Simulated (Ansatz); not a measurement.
Consider the atomization: `CN1[SiH2]C1F` → 2 C• + F• + 6 H• + N• + Si•.

Computed with Ansatz on PBE0-D4/def2-TZVP structures; ΔE is electronic, products minus reactants. CBS: MP2 limit from def2 TZ/QZ plus the TZ coupled-cluster correction, frozen cores. This one scheme is used for every species, atoms too. DFT in def2-TZVPP. B3LYP here is the variant with VWN-RPA as its local correlation; programs differ in this. Open shells (•) are unrestricted, without spin–orbit coupling. Spin–orbit coupling would lower the free atoms: a little for C, F, Si.

```csv
level,ΔE (eV),difference from CCSD(T)/CBS
B3LYP-D4,41.08,0.15
ωB97M-V,41.19,0.26
r2SCAN,41.01,0.08
PBE0,40.99,0.06
B3LYP,40.73,-0.20
MP2/def2-TZVPP,40.44,-0.49
CCSD/def2-TZVPP,39.05,-1.88
MP2/def2-QZVPP,41.16,0.23
SCS-MP2/def2-QZVPP,41.12,0.19
HF/CBS(def2),28.75,-12.18
CCSD(T)/CBS,40.93,0
```

Largest T1 diagnostic among the species: 0.013.

In def2-TZVPP, CCSD(T) changes the Hartree–Fock value by +11.08 eV (the triples alone add +0.68 eV) and MP2 by +11.79 eV; breaking electron pairs costs correlation energy, which Hartree–Fock lacks. The D4 term adds +0.35 eV with B3LYP and +0.18 eV with PBE0; it sums over pairs of atoms, weighted by their polarisabilities, and B3LYP, whose exchange is more repulsive, gets the larger term.

For atomizations the MP2-based limit and the directly extrapolated one differ by several kJ/mol either way, and by 10 to 25 for some Ge, Se and Sn compounds, so smaller differences from it don't rank the levels.
